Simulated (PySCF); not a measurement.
BH3OSi2, AlBH4OSi, AlBH3NSi (calculated)

Computed with PySCF 2.14.0. Calculation on a computer-drawn molecule: optimised geometry and harmonic frequencies of an isolated molecule of the commonest isotopes, restricted reference for singlets and unrestricted otherwise, frozen core in MP2.

Common to all runs: charge 0; multiplicity 1; method HF; basis cc-pV(D+d)Z.

(1) BH3OSi2

Start structure:
```xyz
7
BH3OSi2
O     -1.1746    -2.3201    -2.2570
B     -0.8444    -1.1663    -2.1312
Si     0.0206     0.5582    -1.9749
Si     2.3477     0.9460    -2.2833
H     -0.3411     1.0570    -0.6434
H     -0.5751     1.4450    -2.9523
H      2.8595    -0.3933    -2.5293
```

The calculation gives: rotational constants 8.736, 2.004, 1.681 GHz; total energy -679.1589 hartree; convergence status largest gradient component 3.533e-05 hartree/bohr.

Drawn bonds:
```tsv
atom	other atom	order
1	2	2
2	3	1
3	4	1
3	5	1
3	6	1
4	7	1
```

Optimised structure:
```xyz
7
BH3OSi2
O     -1.1110    -2.3083    -2.3914
B     -0.7183    -1.1971    -2.2459
Si     0.0233     0.6715    -2.0498
Si     2.3016     0.6865    -2.8803
H     -0.0237     1.0067    -0.6056
H     -0.8931     1.5736    -2.7834
H      2.7138    -0.3064    -1.8149
```

Modes:
```tsv
frequency (cm⁻¹)	reduced mass (dalton)
68.45	6.987
151.7	1.198
302.5	2.854
356.6	7.8
409.6	2.513
436.5	1.75
521.6	8.833
691.3	1.306
740.9	1.18
840	1.14
1011	1.049
2128	12.18
2161	1.043
2299	1.039
2316	1.042
```

(2) AlBH4OSi

Start structure:
```xyz
8
AlBH4OSi
B     -0.2935     0.2557    -3.5664
Al     0.6646     0.0999    -1.7155
O      0.2342    -1.2127    -0.9067
Si    -0.4023    -2.4542    -0.0582
H     -0.0047    -0.3828    -4.4749
H     -1.4474     0.6926    -3.6392
H      1.6393     1.0788    -0.9166
H     -1.8639    -2.0224     0.0406
```

The calculation gives: rotational constants 14.99, 1.869, 1.71 GHz; total energy -632.7411 hartree; convergence status largest gradient component 3.652e-05 hartree/bohr.

Drawn bonds:
```tsv
atom	other atom	order
1	2	1
2	3	1
3	4	1
1	5	1
1	6	1
2	7	1
4	8	1
```

Optimised structure:
```xyz
8
AlBH4OSi
B     -0.2906     0.3168    -3.7296
Al     0.4656     0.0330    -1.7415
O     -0.0263    -1.3385    -0.8627
Si    -0.4053    -2.6579     0.0291
H      0.2629    -0.1275    -4.7022
H     -1.2976     0.9363    -3.9565
H      1.4716     1.0107    -1.0111
H     -1.6539    -2.1181     0.7377
```

Modes:
```tsv
frequency (cm⁻¹)	reduced mass (dalton)
78.33	5.085
91.04	3.165
115.5	1.086
153.1	1.225
205.2	5.17
394.6	1.108
508.1	7.205
594.9	3.179
639.1	1.371
721.7	1.38
907.1	1.371
947	1.187
1092	10.11
1249	1.139
1980	1.043
2038	1.044
2649	1.055
2715	1.12
```

(3) AlBH3NSi

Start structure:
```xyz
7
AlBH3NSi
B     -1.4091     1.9356    -0.9374
Si     0.4206     2.3464    -0.6156
N      1.2383     1.5052     0.5761
Al     2.2907     0.6634     1.6519
H     -2.3352     2.2700    -0.3432
H     -1.6516     1.0947    -1.8169
H      1.0594     3.4923    -1.3112
```

Drawn bonds:
```tsv
atom	other atom	order
1	2	1
2	3	2
3	4	1
1	5	1
1	6	1
2	7	1
```

Question: What rotational constants does the calculation give for AlBH3NSi (entry 3)?
Answer: 19.1, 1.953, 1.799 GHz

Question: What total energy does the calculation give for AlBH3NSi (entry 3)?
Answer: -611.7016 hartree

Further results for AlBH3NSi (entry 3):

```
convergence status largest gradient component : 1.218e-05 hartree/bohr
```

Optimised structure:
```xyz
7
AlBH3NSi
B     -1.4484     1.8711    -0.9809
Si     0.4744     2.3209    -0.5264
N      1.3316     1.5243     0.5258
Al     2.3247     0.6537     1.6996
H     -2.3559     2.3612    -0.3715
H     -1.7088     1.0922    -1.8530
H      0.9956     3.4842    -1.2900
```

Modes:
```tsv
frequency (cm⁻¹)	reduced mass (dalton)
62.14	6.154
113.1	3.093
161.9	1.26
211.8	4.534
444.8	1.14
534.8	10.22
662.4	4.075
719.6	1.393
869.4	1.295
1000	1.296
1249	1.169
1376	12.26
2281	1.042
2690	1.053
2773	1.125
```
